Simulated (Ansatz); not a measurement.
`C[NH][Zr]([Cl])([Cl])[Cl]` + `C#[C][GeH2][Cl]` → `C#[C][Zr]([Cl])([Cl])[Cl]` + `C[NH][GeH2][Cl]` at 700 K and 1 bar (redistribution).

Isolated molecules relaxed with PBE0-D4/def2-TZVP in Ansatz; ΔE leaves out vibrations. CCSD(T)/CBS is the MP2 limit (def2-TZVPP, def2-QZVPP) plus CCSD(T) − MP2 in def2-TZVPP, frozen cores. def2 core potentials past Kr. For Ge, Zr outer-core shells are correlated without core-valence functions, which leaves a few kJ/mol of doubt a bond. Scalar relativity is left out up to krypton. One conformer a species, not always the lowest.

```
                    species  CCSD(T)/CBS energy (Eh)  H − E (kJ/mol)  S (J/(mol·K))
`C[NH][Zr]([Cl])([Cl])[Cl]`              -1521.75679           240.7          564.4
          `C#[C][GeH2][Cl]`              -2613.77047           155.7          414.1
`C#[C][Zr]([Cl])([Cl])[Cl]`              -1503.20894           136.3          517.7
          `C[NH][GeH2][Cl]`              -2632.29815           260.4          449.7
```

H − E and S are ideal-gas, rigid-rotor, harmonic terms from PBE0-D4/def2-TZVP, for one conformer and one mirror image of each species. 1 Eh = 2625.50 kJ/mol, R = 8.31446 J/(mol·K).

Task: By hand: ΔE, ΔH, ΔS and ΔG.

Result: ΔE = (-1503.20894) + (-2632.29815) − (-1521.75679) − (-2613.77047) = 0.02017 Eh = 53.0 kJ/mol. Δ(H − E) = 136.3 + 260.4 − 240.7 − 155.7 = 0.3, so ΔH = 53.3 kJ/mol. ΔS = 517.7 + 449.7 − 564.4 − 414.1 = -11.1 J/(mol·K). ΔG = 53.3 − 700 × (-11.1)/1000 = 61.1 kJ/mol.

Task: By hand: the equilibrium constant, and the temperature at which ΔG would vanish if ΔH and ΔS stayed fixed.

Result: log₁₀ K = −ΔG/(RT ln 10) = -4.6. ΔH and −TΔS have one sign here, so there is no such temperature.

The number of gas molecules stays the same, so ΔS is small and ΔH decides. A doubt of 5 kJ/mol in ΔE shifts log₁₀ K by 0.4 here. Other conformers and mirror images would add mixing entropy, several J/(mol·K) or more a flexible species. Modes under 60 cm⁻¹, often nearly free rotors, make the harmonic entropy too high. These are equilibria of isolated gas molecules and say nothing of rates. Largest T1 diagnostic: 0.016 (customary marks: 0.02 for closed shells, 0.045 for open ones).

ΔS is within the doubt of such terms, so its sign, and with it that verdict, could turn.
